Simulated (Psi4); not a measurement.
H, doublet; Psi4 1.11 with HF/6-311G**.

Psi4 was given this input:
```
memory 2 GB

molecule mol {
0 2
  H     0.000000    0.000000    0.000000
}

set basis 6-311g**
set reference uhf
set cholesky_tolerance 1e-6
set scf_type cd

energy('scf')
print_variables()
```

The log (banner, timings and long lists left out):

```
   => Loading Basis Set <=

    Name: 6-311G**
    Role: ORBITAL
    Keyword: BASIS

         ---------------------------------------------------------
                                   SCF
               by Justin Turney, Rob Parrish, Andy Simmonett
                          and Daniel G. A. Smith
                              UHF Reference
         ---------------------------------------------------------

  ==> Geometry <==

    Molecular point group: d2h
    Geometry (in Angstrom), charge = 0, multiplicity = 2:

       Center              X                  Y                   Z               Mass
    ------------   -----------------  -----------------  -----------------  -----------------
         H            0.000000000000     0.000000000000     0.000000000000     1.007825032230

  Running in d2h symmetry.

  Rotational constants: A = ************  B = ************  C = ************ [cm^-1]
  Rotational constants: A = ************  B = ************  C = ************ [MHz]
  Nuclear repulsion =    0.000000000000000

  Charge       = 0
  Multiplicity = 2
  Electrons    = 1
  Nalpha       = 1
  Nbeta        = 0

  ==> Algorithm <==

  SCF Algorithm Type is CD.
  DIIS enabled.
  MOM disabled.
  Fractional occupation disabled.
  Guess Type is CORE.
  Energy threshold   = 1.00e-06
  Density threshold  = 1.00e-06
  Integral threshold = 1.00e-12

  ==> Primary Basis <==

  Basis Set: 6-311G**
    Blend: 6-311G**
    Number of shells: 4
    Number of basis functions: 6
    Number of Cartesian functions: 6
    Spherical Harmonics?: true
    Max angular momentum: 1

  ==> Integral Setup <==

  ==> CDJK: Cholesky-decomposed J/K Matrices <==

    J tasked:                     Yes
    K tasked:                     Yes
    wK tasked:                     No
    Integrals threads:              1
    Algorithm:                   Core
    Integral Cache:              NONE
    Schwarz Cutoff:             1E-12
    Cholesky tolerance:      1.00E-06
    No. Cholesky vectors:          20

  Minimum eigenvalue in the overlap matrix is 1.0921133352E-01.
  Reciprocal condition number of the overlap matrix is 4.8292859101E-02.
    Using symmetric orthogonalization.

  ==> Pre-Iterations <==

  SCF Guess: Core (One-Electron) Hamiltonian.

   -------------------------------------------------------
    Irrep   Nso     Nmo     Nalpha   Nbeta   Ndocc  Nsocc
   -------------------------------------------------------
     Ag         3       3       1       0       0       1
     B1g        0       0       0       0       0       0
     B2g        0       0       0       0       0       0
     B3g        0       0       0       0       0       0
     Au         0       0       0       0       0       0
     B1u        1       1       0       0       0       0
     B2u        1       1       0       0       0       0
     B3u        1       1       0       0       0       0
   -------------------------------------------------------
    Total       6       6       1       0       0       1
   -------------------------------------------------------

  ==> Iterations <==

                        Total Energy        Delta E     RMS |[F,P]|

   @UHF iter   1:    -0.49980981527328   -4.99810e-01   1.61595e-16 DIIS
   @UHF iter   2:    -0.49980981527328   -2.77556e-16   1.87175e-16 DIIS
  Energy and wave function converged.

  ==> Post-Iterations <==

   @Spin Contamination Metric:   0.000000000E+00
   @S^2 Expected:                7.500000000E-01
   @S^2 Observed:                7.500000000E-01
   @S   Expected:                5.000000000E-01
   @S   Observed:                5.000000000E-01

    Orbital Energies [Eh]
    ---------------------

    Alpha Occupied:

       1Ag    -0.499810

    Alpha Virtual:

       2Ag     0.348904     1B1u    1.490761     1B2u    1.490761
       1B3u    1.490761     3Ag     2.469954

    Beta Occupied:

    Beta Virtual:

       1Ag     0.056251     2Ag     0.492383     1B2u    1.622015
       1B3u    1.622015     1B1u    1.622015     3Ag     2.601468

    Final Occupation by Irrep:
             Ag   B1g   B2g   B3g    Au   B1u   B2u   B3u
    DOCC [     0,    0,    0,    0,    0,    0,    0,    0 ]
    SOCC [     1,    0,    0,    0,    0,    0,    0,    0 ]
    NA   [     1,    0,    0,    0,    0,    0,    0,    0 ]
    NB   [     0,    0,    0,    0,    0,    0,    0,    0 ]

  @UHF Final Energy:    -0.49980981527328

   => Energetics <=

    Nuclear Repulsion Energy =              0.0000000000000000
    One-Electron Energy =                  -0.4998098152732824
    Two-Electron Energy =                  -0.0000000000000001
    Total Energy =                         -0.4998098152732825

  UHF NO Occupations:
  HONO-0 :    1 Ag 1.0000000
  LUNO+0 :    2 Ag 0.0000000
  LUNO+1 :    1B3u 0.0000000
  LUNO+2 :    1B2u 0.0000000
  LUNO+3 :    1B1u 0.0000000

Computation Completed

Properties will be evaluated at   0.000000,   0.000000,   0.000000 [a0]

Properties computed using the SCF density matrix

 Multipole Moments:

 ------------------------------------------------------------------------------------
     Multipole            Electronic (a.u.)      Nuclear  (a.u.)        Total (a.u.)
 ------------------------------------------------------------------------------------

 L = 1.  Multiply by 2.5417464519 to convert [e a0] to [Debye]
 Dipole X            :          0.0000000            0.0000000            0.0000000
 Dipole Y            :          0.0000000            0.0000000            0.0000000
 Dipole Z            :          0.0000000            0.0000000            0.0000000
 Magnitude           :                                                    0.0000000

 ------------------------------------------------------------------------------------

  Variable Map:
  ----------------------------------------------------------------------------
  "CURRENT ENERGY"           =>      -0.499809815273
  "CURRENT REFERENCE ENERGY" =>      -0.499809815273
  "DD SOLVATION ENERGY"      =>       0.000000000000
  "HF KINETIC ENERGY"        =>       0.499790753725
  "HF POTENTIAL ENERGY"      =>      -0.999600568998
  "HF TOTAL ENERGY"          =>      -0.499809815273
  "HF VIRIAL RATIO"          =>       2.000038139057
  "NUCLEAR REPULSION ENERGY" =>       0.000000000000
  "ONE-ELECTRON ENERGY"      =>      -0.499809815273
  "PCM POLARIZATION ENERGY"  =>       0.000000000000
  "PE ENERGY"                =>       0.000000000000
  "SCF ITERATION ENERGY"     =>      -0.499809815273
  "SCF ITERATIONS"           =>       2.000000000000
  "SCF TOTAL ENERGY"         =>      -0.499809815273
  "TWO-ELECTRON ENERGY"      =>      -0.000000000000

  Array Variable Map:
  ----------------------------------------------------------------------------
  "CURRENT DIPOLE"           =>       0.000000000000 ... 0.000000000000 1 by 3
  "SCF DIPOLE"               =>       0.000000000000 ... 0.000000000000 1 by 3
  "SCF TOTAL ENERGIES"       =>      -0.499809815273 ... -0.499809815273 1 by 2
```
